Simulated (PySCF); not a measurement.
P₂, charge +1, doublet, at a GFN2-xTB geometry (a state made from the parent by changing its charge; the spin is typed, not shown lowest), with bond 1-2 at 2.0 times its length. Base run: PySCF with PBE0/6-31G*.

Geometry (Å):
```xyz
2

P      0.0000     0.0000    -2.9548
P      0.0000     0.0000     0.9849
```
Charge +1, spin multiplicity 2.
Orbitals are unrestricted.
All else is at PySCF's defaults.
Base energy -681.75552 Eh.

Each row names what was changed in the base input (with any setting that the change needs).

```
change                                                                            ΔE vs base (mEh)  SCF cycles  <S^2>        outcome
--------------------------------------------------------------------------------  ----------------  ----------  -----  -------------
base                                                                                         0.000           9  0.752      converged
level_shift = 0.1 (with mf.max_cycle = 100)                                                  0.000           8  0.752      converged
solver = newton                                                                              0.000           -  0.752      converged
diis_space = 4                                                                               0.000          10  0.752      converged
conv_tol = 1e-4                                                                              0.000           4  0.752      converged
diis_space = 12                                                                              0.000           9  0.752      converged
diis = off; damp = 0.6 (with mf.diis_start_cycle = 200; with mf.max_cycle = 150)                 -         150      -  not converged
conv_tol = 1e-11                                                                             0.000          10  0.752      converged
init_guess = 1e                                                                                  -           8      -  not converged
init_guess = atom                                                                            0.000          10  0.752      converged
diis_space = 20                                                                              0.000           9  0.752      converged
conv_tol_grad = 1e-7                                                                         0.000          10  0.752      converged
init_guess = huckel                                                                              -           6      -  not converged
```

Open shells are given as the SCF converged; they aren't shown to be the lowest states, and a large step between rows can be another state.
